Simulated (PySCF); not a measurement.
**Sb³⁺: interval between two levels**

Sb³⁺ [Kr] 4d10 5s2 → Sb³⁺ [Kr] 4d10 5s1 5p1 [3P2, M_J = 2], as a difference of total energies. All numbers are calculated (PySCF 2.14, the two-component X2C-1e Hamiltonian, in x2c-TZVPall-2c (8s9p5d2f, 74 functions)). Correlated levels: [Ar] 3d10 frozen; the 6 highest virtual spinors dropped. "Screened" scales the spin-orbit matrix elements by Boettger's factors to mimic the two-electron term; Breit and QED terms are absent.

```json
{"method": "GHF (spin-free)", "interval between two levels (cm⁻¹)": "58336"}
{"method": "GMP2 (spin-free)", "interval between two levels (cm⁻¹)": "70251"}
{"method": "GHF (screened spin-orbit)", "interval between two levels (cm⁻¹)": "60872"}
{"method": "GMP2 (screened spin-orbit)", "interval between two levels (cm⁻¹)": "72833"}
```

The labels give the starting determinants; with spin-orbit coupling the two ends relaxed to ⟨J²⟩ = 0.00, ⟨L²⟩ = 0.02, ⟨S²⟩ = 0.02 and ⟨J²⟩ = 6.00, ⟨L²⟩ = 2.02, ⟨S²⟩ = 2.02.
